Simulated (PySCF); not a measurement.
C3H7FSi, SMILES F[C@H]1C[C@@H]1[SiH3]. The structure is a stationary point at B3LYP-D3(BJ)/def2-SVP. The structure was generated by enumeration; whether it is a known compound was not checked.

**Question.** Give the equilibrium geometry at B3LYP-D3(BJ)/def2-SVP (PySCF confirms it by a frequency run) as a Z-matrix. (The exact figures need the calculation; the answer reports its results.)

**Answer.** 
```
C
H 1 1.0963
C 1 1.5020 2 112.71
F 3 1.3653 1 117.52 2 -3.69
H 3 1.0963 4 111.28 1 144.54
C 3 1.4867 5 120.24 4 -143.76
H 6 1.0932 3 116.35 5 142.52
H 6 1.0946 7 114.86 3 145.48
Si 1 1.8724 2 115.87 3 -147.06
H 9 1.4922 1 111.08 2 57.12
H 9 1.4923 10 108.80 1 122.30
H 9 1.4939 10 108.98 11 118.36
```
